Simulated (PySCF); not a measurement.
SeClI, SMILES [Se](Cl)I. Coordinates come from a B3LYP-D3(BJ)/def2-TZVP optimisation. The def2 effective core potentials stand for the cores of I; spin–orbit coupling is left out.

Computed with PySCF with B3LYP-D3(BJ)/def2-TZVP.

Harmonic wavenumbers (cm⁻¹): 115, 242, 391. Rotational constants (GHz): 5.758, 1.037, 0.8789; symmetry number 1.

**Question.** Work out the zero-point energy and the ideal-gas rigid-rotor harmonic-oscillator thermochemistry at 298.15 K and 1 atm.

**Answer.** ZPE = ½ Σ hcν = ½ × 749 cm⁻¹ = 1.07 kcal/mol. H − E(el) = 4.39 kcal/mol. Entropy in cal/(mol K): translation 42.34, rotation 28.51, vibration 5.96, total 76.81. G − E(el) = -18.51 kcal/mol. Cp = 13.15 cal/(mol K). Modes under 150 cm⁻¹ make the vibrational entropy uncertain.
